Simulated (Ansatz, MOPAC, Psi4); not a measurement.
Molecule: SiH2Cl (charge 0, doublet). SMILES: [SiH2]Cl
Geometry: optimised at B3LYP-D3(BJ)/def2-TZVP (Ansatz, a first-principles code).

Wanted: vertical ionisation energy to the singlet, in eV. Set-up: each state is the SCF solution reached for its charge and spin; frozen cores in correlated levels; six Cartesian d functions in 6-31G* and its kin unless marked 5d; non-relativistic; open shells spin-unrestricted; dispersion terms only where a functional's name holds one; spin-orbit terms left out. CBS(X,Y): correlation extrapolated as X^-3; Hartree-Fock from the larger set. Ab initio and DFT rows: single points at B3LYP-D3(BJ) geometries (Ansatz). Semi-empirical rows: differences of heats of formation at the shared geometry for vertical values.

```tsv
species	coefficient	E at wB97X-D/6-31G* (Psi4), Eh	E at PBE/def2-TZVPD (Ansatz), Eh	heat of formation at MNDO (MOPAC), kcal/mol
charge 1, singlet	+1	-750.50704	-750.24342	188.91
charge 0, doublet	-1	-750.83753	-750.56626	-4.95
```

Coupled cluster (Ansatz) is a level with limits of its own, used here on species with T1 under 0.025 (0.045 for open shells) and stable references: CCSD(T)/CBS(def2-TZVPPD,def2-QZVPPD). Value to compare with, CCSD(T)/CBS(def2-TZVPPD,def2-QZVPPD) (Ansatz): 8.90 eV. 1 Eh = 27.2114 eV and 1 eV = 23.0605 kcal/mol.

**Question.** Work the quantity out at each level, and compare with CCSD(T)/CBS(def2-TZVPPD,def2-QZVPPD) (Ansatz).

**Answer.** 
- wB97X-D/6-31G*: the sum of coefficient times E is 0.33049 Eh, or 8.993 eV. Result: 8.99 eV. Its difference against CCSD(T)/CBS(def2-TZVPPD,def2-QZVPPD) (Ansatz) is 0.09 eV.
- PBE/def2-TZVPD: the sum of coefficient times E is 0.32284 Eh, or 8.785 eV. Result: 8.78 eV. Its difference against CCSD(T)/CBS(def2-TZVPPD,def2-QZVPPD) (Ansatz) is -0.12 eV.
- MNDO: the sum of coefficient times heat of formation is 193.86 kcal/mol, or 8.41 eV. Its difference against CCSD(T)/CBS(def2-TZVPPD,def2-QZVPPD) (Ansatz) is -0.49 eV.
